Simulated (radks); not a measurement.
Values are calculated unless marked as measured or tabulated.
All-electron atom: Tb+ in [Xe] 4f9 6s0.5 6p0.5 (fractional occupations, a model configuration).

Level of theory: Dirac Kohn-Sham, PBE, spin-unpolarised, spherical densities, point nucleus; open shells are shared between the two j in proportion to 2j + 1 (a radial shooting solver on a logarithmic mesh with Libxc functionals).

Energy parts (Ry):
| part | energy |
|---|---|
| total | -23437.1659 |
| kinetic | 25636.4175 |
| electron-nucleus | -57668.1643 |
| Hartree | 9108.7302 |
| exchange-correlation | -514.1493 |

Orbitals (lengths in bohr, moments of r in powers of bohr; r(max) is where P^2 peaks):
| orbital | occ. | eigenvalue (Ry) | r(max) | small-component weight |
|---|---|---|---|---|
| 1s1/2 | 2 | -3808.180 | 0.01364 | 5.88e-02 |
| 2s1/2 | 2 | -631.3648 | 0.07766 | 1.30e-02 |
| 2p1/2 | 2 | -599.9582 | 0.05859 | 1.31e-02 |
| 2p3/2 | 4 | -545.0820 | 0.06451 | 1.21e-02 |
| 3s1/2 | 2 | -140.4271 | 0.2200 | 4.14e-03 |
| 3p1/2 | 2 | -126.7835 | 0.2073 | 4.08e-03 |
| 3p3/2 | 4 | -115.4545 | 0.2197 | 3.81e-03 |
| 3d3/2 | 4 | -91.97519 | 0.1744 | 3.69e-03 |
| 3d5/2 | 6 | -89.50373 | 0.1779 | 3.61e-03 |
| 4s1/2 | 2 | -28.22293 | 0.5051 | 1.32e-03 |
| 4p1/2 | 2 | -22.87914 | 0.5089 | 1.24e-03 |
| 4p3/2 | 4 | -20.35787 | 0.5355 | 1.14e-03 |
| 4d3/2 | 4 | -11.56531 | 0.5421 | 9.70e-04 |
| 4d5/2 | 6 | -11.11002 | 0.5507 | 9.43e-04 |
| 5s1/2 | 2 | -4.00497 | 1.183 | 2.70e-04 |
| 5p1/2 | 2 | -2.57148 | 1.294 | 2.11e-04 |
| 5p3/2 | 4 | -2.24909 | 1.376 | 1.85e-04 |
| 4f5/2 | 3.85714 | -0.76925 | 0.5529 | 5.37e-04 |
| 4f7/2 | 5.14286 | -0.71148 | 0.5581 | 5.24e-04 |
| 6s1/2 | 0.5 | -0.67042 | 3.267 | 3.45e-05 |
| 6p1/2 | 0.166667 | -0.44206 | 4.085 | 2.19e-05 |
| 6p3/2 | 0.333333 | -0.41489 | 4.320 | 2.02e-05 |

The highest occupied level is 6p3/2 at -5.645 eV. The density falls to 0.001 e/bohr^3 at r = 4.53 bohr. Summed over all electrons, <r^2> = 60.43 bohr^2, which gives a Langevin (diamagnetic) susceptibility term of -47.9 x 10^-6 cm^3/mol.
